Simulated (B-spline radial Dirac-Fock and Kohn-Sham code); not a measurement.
**Binding energies of Eu⁵⁹⁺ at several levels of theory**

System: the Eu⁵⁹⁺ ion, configuration 1s2 2s2.

The density-functional columns are spherical, spin-unpolarised Dirac-Kohn-Sham results without Breit or QED terms: −ε is minus the orbital energy of the initial state and ΔSCF the difference of two total energies. The reference in the last column comes from Dirac-Fock (average of configuration) total-energy differences with a finite nucleus, the Breit interaction including its frequency dependence, and self-energy and vacuum-polarisation corrections. All numbers are from a radial finite-basis atomic code, in eV; a selection of levels is shown. The Kohn-Sham columns are given as differences from the reference. For the 1s level of heavy atoms much of the gap between ΔSCF and the reference is the Breit and QED part, -175.0 eV here; for other levels the error of the functional can be larger.

```tsv
level	LDA −ε − DF	LDA ΔSCF − DF	Dirac-Fock
K (1s)	-327.8	+187.2	55115.6
L1 (2s)	-88.3	+35.1	13462.5
```

For the outermost level NIST gives 13462 ± 7 eV (theoretical); the differences from it are LDA −ε -87.83, LDA ΔSCF +35.58, Dirac-Fock +0.50 eV.

Values without a named source are computed, but for edge energies of neutral atoms, which are taken from tables.
